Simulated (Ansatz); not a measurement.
Geometry optimisation, RKS B3LYP-D4/def2-SVP in Ansatz 0.2.0.

input.yaml

```yaml
crystal:
  periodic: [false, false, false]
  atoms:
    - { symbol: Ga, position_ang: [-0.002126, 0.266102, -0.082808] }
    - { symbol: H, position_ang: [0.00985, 0.199419, 1.491641] }
    - { symbol: H, position_ang: [1.381638, 0.344544, -0.816463] }
    - { symbol: H, position_ang: [-1.395336, 0.238093, -0.80088] }
    - { symbol: Cl, position_ang: [0.068439, -2.833906, 1.390355] }
    - { symbol: H, position_ang: [0.087135, -1.607451, 1.927156] }
basis:
  gaussian: { orbitals: def2-SVP }
hamiltonian:
  xc: b3lyp
  dispersion: d4
relax:
  f_tol: 0.03
  max_steps: 50
output:
  orbitals: {}
```

Run as:

```bash
$ ansatz run input.yaml --threads 1 --pin off --max-ram 2048MiB --backend cpu --events-out ev --progress --plain --runs-dir out
```

Problem. Where does it end, and by what steps?

Solution. The forces met the threshold. After 7 steps the energy has fallen by 0.151 eV; Cl5 moved furthest, 0.56 Å.

```csv
step,energy less start (eV),largest force component (eV/Å),accepted
0,0.0000,0.982,yes
1,-0.0465,0.588,yes
2,-0.0717,0.794,yes
3,-0.0749,1.037,yes
4,-0.1176,0.570,yes
5,-0.1481,0.186,yes
6,-0.1509,0.046,yes
7,-0.1512,0.026,yes
```

```xyz
6
Properties=species:S:1:pos:R:3
Ga 0.000 0.203 0.004
H -0.003 0.716 1.497
H 1.363 0.123 -0.777
H -1.368 0.048 -0.756
Cl 0.082 -2.465 0.963
H 0.075 -2.019 2.177
```

Whether the end is a true minimum wasn't checked by a vibrational analysis.

Run time: 24 s on 1 thread of AMD EPYC 7R43 64-Core Processor (Zen 3), on a shared host, peak memory 0.15 GiB.
